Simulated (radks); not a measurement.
Spherical quantum dot in the effective-mass picture: electrons in a well V = -V0 / (1 + exp((r - R)/a)) with V0 = 6.96, R = 3.1, a = 0.31, with a point charge +1 (a donor) at the centre, all in effective atomic units (hartree* = m*/eps^2 hartree, bohr* = eps/m* bohr), one dielectric constant everywhere. Method: non-relativistic Kohn-Sham, PBE, spin-polarised, spherical densities; computed with a radial shooting solver with Libxc functionals. Levels are named by radial order and angular momentum (1s, 1p, 1d, 2s, ...), and open shells are averaged over m. Results are scaled to m* = 0.042 and eps = 5.9, for which hartree* = 32.83 meV and bohr* = 7.434 nm.

N = 5, configuration 1s2 1p(up 3, down 0). This is the lowest configuration that the search found. Occupied and some empty levels:

level    occupation  eigenvalue (meV)  <r> (nm)
1s up             1           -161.88     10.57
1s down           1           -158.35     10.09
1p up             3           -141.43     13.79
1p down           0           -136.27     13.74
1d up             0           -119.61     15.35
2s up             0           -118.45     11.94
2s down           0           -115.91     12.27
1d down           0           -114.31     15.42
1f up             0           -94.316     16.54
1f down           0           -89.249     16.66

Energy (meV): total -944.469, kinetic 121.44, external -1220.1, Hartree 219.41, exchange-correlation -65.257.
